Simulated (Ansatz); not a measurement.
System: sum formula SnOH, net charge 1, singlet state. It need not be the lowest isomer of its formula. 
Coordinates optimised at B3LYP-D3(BJ)/def2-TZVP (Ansatz, a program for electronic structure):
SMILES: [OH+]=[Sn]
```xyz
3

O      0.0000     0.0000    -1.5731
Sn     0.0000     0.0000     0.3024
H      0.0000     0.0000    -2.5373
```
Charge +1, spin multiplicity 1.

Basis-set convergence of Hartree-Fock and CCSD(T) correlation energies (hartree) with Ansatz. Valence correlation only, unless marked. No spin-orbit coupling. The frozen core is the preceding noble-gas configuration, with the filled d and f shells of earlier blocks. Past Kr the def2 sets carry scalar-relativistic core potentials.

```json
[
 {"basis": "def2-SVP", "functions": "45", "E(HF)": "-288.50562", "E(corr, CCSD(T))": "-0.26084"},
 {"basis": "def2-TZVPP", "functions": "95", "E(HF)": "-288.61317", "E(corr, CCSD(T))": "-0.32357"},
 {"basis": "def2-QZVPP", "functions": "169", "E(HF)": "-288.61870", "E(corr, CCSD(T))": "-0.34601"}
]
```

Extrapolating the two largest sets (X = 3 and 4) as X^-3: E(corr) = (64·(-0.34601) - 27·(-0.32357))/37 = -0.3624 Eh, an estimate of the basis-set limit. The largest set recovers 95.5 % of it, the smallest 72.0 %.
